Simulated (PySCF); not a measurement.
H6N2O2Sn, singlet, at a GFN2-xTB geometry (such geometries of metal compounds can be far from the true shape) (core potentials on Sn); DF-PBE/def2-TZVP (PySCF).

Here is a job for PySCF.
```python
from pyscf import gto, scf, dft

mol = gto.Mole()
mol.atom = '''
    N    -1.453443    1.180255   -0.735251
    Sn    0.002694    0.019899    0.003469
    N     1.646594    1.037811    0.547793
    O    -0.691006   -1.019457    1.491960
    O     0.481697   -1.283872   -1.346081
    H    -1.147117    2.143020   -0.823194
    H    -2.254614    1.193680   -0.113691
    H     1.717095    1.090628    1.558819
    H     2.482478    0.557416    0.231698
    H    -0.711588   -1.961522    1.325870
    H     0.101445   -1.118028   -2.207794
'''
mol.basis = 'def2-tzvp'
mol.ecp = {'Sn': 'def2-tzvp'}
mol.charge = 0
mol.spin = 0
mol.verbose = 4
mol.max_memory = 1800
mol.build()

mf = dft.RKS(mol)
mf.xc = 'pbe'
mf = mf.density_fit(auxbasis='def2-universal-jkfit')
mf.kernel()
```

Output, abridged:

```
PySCF version 2.14.0

[INPUT] verbose = 4
[INPUT] num. atoms = 11
[INPUT] num. electrons = 58
[INPUT] charge = 0
[INPUT] spin (= nelec alpha-beta = 2S) = 0
[INPUT] symmetry False subgroup None
[INPUT] Mole.unit = angstrom
[INPUT] Symbol           X                Y                Z      unit          X                Y                Z       unit  Magmom
[INPUT]  1 N     -1.453443000000   1.180255000000  -0.735251000000 AA   -2.746609207666   2.230358707149  -1.389423022813 Bohr   0.0
[INPUT]  2 Sn     0.002694000000   0.019899000000   0.003469000000 AA    0.005090922180   0.037603660153   0.006555459926 Bohr   0.0
[INPUT]  3 N      1.646594000000   1.037811000000   0.547793000000 AA    3.111611698352   1.961178559061   1.035178742954 Bohr   0.0
[INPUT]  4 O     -0.691006000000  -1.019457000000   1.491960000000 AA   -1.305812090431  -1.926494525771   2.819395788806 Bohr   0.0
[INPUT]  5 O      0.481697000000  -1.283872000000  -1.346081000000 AA    0.910275405025  -2.426166458998  -2.543724431481 Bohr   0.0
[INPUT]  6 H     -1.147117000000   2.143020000000  -0.823194000000 AA   -2.167736962833   4.049720879465  -1.555611207385 Bohr   0.0
[INPUT]  7 H     -2.254614000000   1.193680000000  -0.113691000000 AA   -4.260602976610   2.255728280371  -0.214844852828 Bohr   0.0
[INPUT]  8 H      1.717095000000   1.090628000000   1.558819000000 AA    3.244839279860   2.060988223782   2.945740987768 Bohr   0.0
[INPUT]  9 H      2.482478000000   0.557416000000   0.231698000000 AA    4.691203530258   1.053363577451   0.437845763609 Bohr   0.0
[INPUT] 10 H     -0.711588000000  -1.961522000000   1.325870000000 AA   -1.344706433527  -3.706739367309   2.505531176777 Bohr   0.0
[INPUT] 11 H      0.101445000000  -1.118028000000  -2.207794000000 AA    0.191703266707  -2.112766719595  -4.172125999458 Bohr   0.0

nuclear repulsion = 306.180235373765
number of shells = 84
number of NR pGTOs = 323
number of NR cGTOs = 210
basis = def2-tzvp
ecp = {'Sn': 'def2-tzvp'}

******** <class 'pyscf.df.df_jk.DFRKS'> ********
method = DFRKS
initial guess = minao
damping factor = 0
level_shift factor = 0
DIIS = <class 'pyscf.scf.diis.CDIIS'>
diis_start_cycle = 1
diis_space = 8
diis_damp = 0
SCF conv_tol = 1e-09
SCF conv_tol_grad = None
SCF max_cycles = 50
direct_scf = False
XC library pyscf.dft.libxc version 7.1.2
    S. Lehtola, C. Steigemann, M. J. T. Oliveira, and M. A. L. Marques,  SoftwareX 7, 1–5 (2018)
XC functionals = pbe
    J. P. Perdew, K. Burke, and M. Ernzerhof,  Phys. Rev. Lett. 77, 3865 (1996)
    J. P. Perdew, K. Burke, and M. Ernzerhof,  Phys. Rev. Lett. 78, 1396 (1997)
    J. P. Perdew, K. Burke, and M. Ernzerhof,  Phys. Rev. Lett. 77, 3865 (1996)
    J. P. Perdew, K. Burke, and M. Ernzerhof,  Phys. Rev. Lett. 78, 1396 (1997)
radial grids:
    Treutler-Ahlrichs [JCP 102, 346 (1995); DOI:10.1063/1.469408] (M4) radial grids

becke partition: Becke, JCP 88, 2547 (1988); DOI:10.1063/1.454033
pruning grids: <function nwchem_prune>
grids dens level: 3
symmetrized grids: False
atomic radii adjust function: <function treutler_atomic_radii_adjust>
small_rho_cutoff = 0
Set gradient conv threshold to 3.16228e-05
Initial guess from minao.
tot grids = 136776
init E= -441.178487709618
  HOMO = -0.640803656377779  LUMO = -0.561406403456537  gap/eV = 2.16051
cycle= 1 E= -475.827064343513  delta_E= -34.6  |g|= 3.22  |ddm|= 31.8
  HOMO = 0.0863730198958981  LUMO = 0.0942295424189526  gap/eV = 0.21379
cycle= 2 E= -453.696885171281  delta_E= 22.1  |g|=   11  |ddm|= 25.9
  HOMO = -0.212639258597401  LUMO = -0.0520765875131488  gap/eV = 4.36913
cycle= 3 E= -477.637216731784  delta_E= -23.9  |g|= 0.795  |ddm|= 24.5
  HOMO = -0.198730428408503  LUMO = -0.0639757457899748  gap/eV = 3.66686
cycle= 4 E= -477.686425818459  delta_E= -0.0492  |g|= 0.511  |ddm|= 1.03
  HOMO = -0.221067291942856  LUMO = -0.0556149501286427  gap/eV = 4.50219
cycle= 5 E= -477.736292093885  delta_E= -0.0499  |g|= 0.19  |ddm|= 0.486
  HOMO = -0.225175329802908  LUMO = -0.0600253259753565  gap/eV = 4.49396
cycle= 6 E= -477.74230465513  delta_E= -0.00601  |g|= 0.049  |ddm|= 0.173
  HOMO = -0.229863582422678  LUMO = -0.0636324402220652  gap/eV = 4.52338
cycle= 7 E= -477.742570413446  delta_E= -0.000266  |g|= 0.0315  |ddm|= 0.054
  HOMO = -0.228457849431873  LUMO = -0.0630390570048114  gap/eV = 4.50127
cycle= 8 E= -477.742745597989  delta_E= -0.000175  |g|= 0.00842  |ddm|= 0.0244
  HOMO = -0.228260512560136  LUMO = -0.0627943144606391  gap/eV = 4.50256
cycle= 9 E= -477.742757795024  delta_E= -1.22e-05  |g|= 0.00348  |ddm|= 0.00781
  HOMO = -0.228390197660094  LUMO = -0.062818973863088  gap/eV = 4.50542
cycle= 10 E= -477.742759962323  delta_E= -2.17e-06  |g|= 0.000766  |ddm|= 0.00305
  HOMO = -0.228327245463121  LUMO = -0.0627794180260324  gap/eV = 4.50479
cycle= 11 E= -477.742760078779  delta_E= -1.16e-07  |g|= 8.65e-05  |ddm|= 0.000591
  HOMO = -0.228324717945955  LUMO = -0.0627813073214014  gap/eV = 4.50467
cycle= 12 E= -477.742760079975  delta_E= -1.2e-09  |g|= 4.2e-05  |ddm|= 0.000113
  HOMO = -0.228329099580898  LUMO = -0.0627815797583651  gap/eV = 4.50478
cycle= 13 E= -477.742760080257  delta_E= -2.82e-10  |g|= 2.25e-05  |ddm|= 4.51e-05
  HOMO = -0.228325342545242  LUMO = -0.0627820059637614  gap/eV = 4.50466
Extra cycle  E= -477.742760079707  delta_E= 5.5e-10  |g|= 5.53e-05  |ddm|= 5.8e-05
converged SCF energy = -477.742760079707
```
